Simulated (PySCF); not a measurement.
## Electronic absorption of C4H6O2SSi

Species: C₄H₆O₂SSi.
SMILES: `C#C[Si@@H](OC=O)SC`

Level of theory: TDDFT B3LYP/def2-SVPD, vertical, gas phase, core orbitals frozen in the response in PySCF. Isolated species at its GFN2-xTB geometry (one conformer only). Torsions of this conformer, `[CH:1]#[C:2][Si@@H:3]([O:4][CH:5]=[O:6])[S:7][CH3:8]`: C2–Si3–O4–C5 -67°, Si3–O4–C5–O6 -1°, C2–Si3–S7–C8 58°.

Q: What does the calculation give for the low-lying excited states?

A: 

| state | E (eV) | E (kJ/mol) | λ (nm) | f | \|μ\| (D) | main configurations (H = HOMO, L = LUMO) |
| --- | --- | --- | --- | --- | --- | --- |
| S1 | 4.85 | 468 | 255.4 | 0.0035 | 0.43 | H→L (96%) |
| S2 | 5.42 | 523 | 228.9 | 0.018 | 0.95 | H→L+1 (69%), H→L+2 (26%) |
| S3 | 5.59 | 539 | 221.9 | 0.0055 | 0.51 | H→L+2 (71%), H→L+1 (24%) |
| S4 | 5.79 | 558 | 214.2 | 0.0014 | 0.25 | H-2→L+1 (34%), H-1→L+1 (27%), H-3→L+1 (15%) |
| S5 | 5.85 | 564 | 212.0 | 0.0060 | 0.52 | H-1→L (52%), H-2→L (28%) |
| S6 | 6.15 | 594 | 201.5 | 0.0071 | 0.55 | H-3→L (24%), H-2→L (21%), H-1→L+2 (20%) |
| S7 | 6.17 | 595 | 200.9 | 0.0045 | 0.44 | H→L+3 (84%) |
| S8 | 6.31 | 609 | 196.4 | 0.0039 | 0.40 | H-3→L+2 (26%), H-1→L+2 (19%), H-2→L+2 (18%) |

Triplets (Tamm–Dancoff): T1 4.66 eV, H→L (86%); T2 4.97 eV, H-3→L (25%), H-1→L (15%), H-1→L+2 (10%); T3 5.20 eV, H→L+1 (27%), H-1→L+1 (17%), H-2→L+1 (16%).

The lowest singlet lies at 4.85 eV (255 nm, ultraviolet) and is very weak; its leading configuration is HOMO→LUMO (96%). The strongest level in the table is S2 at 5.42 eV (229 nm, f = 0.018). Löwdin shares by element: HOMO sulfur 72%, carbon 10% or more, silicon 8%; LUMO carbon 43% or more, silicon 19%, sulfur 14% (atoms not listed hold the other 24%). Orbital energies (eV): HOMO-3 -8.61, HOMO-2 -8.35, HOMO-1 -8.23, HOMO -6.93, LUMO -1.05, LUMO+1 -0.73, LUMO+2 -0.51. Weighted by f, the mean energy of these states is 5.70 eV. The listed states span 1.46 eV, and the widest gap between neighbours is 0.56 eV (S1 to S2). No computed singlet lies in the visible range (380 to 750 nm); the lowest, at 255 nm, stands 1.59 eV above its violet end (3.26 eV). The window holds the lowest 8 singlets.

The run took 74 s of wall time on an Arm Neoverse V1 with one thread, on a shared host, and the process peaked at 0.85 GiB of memory.
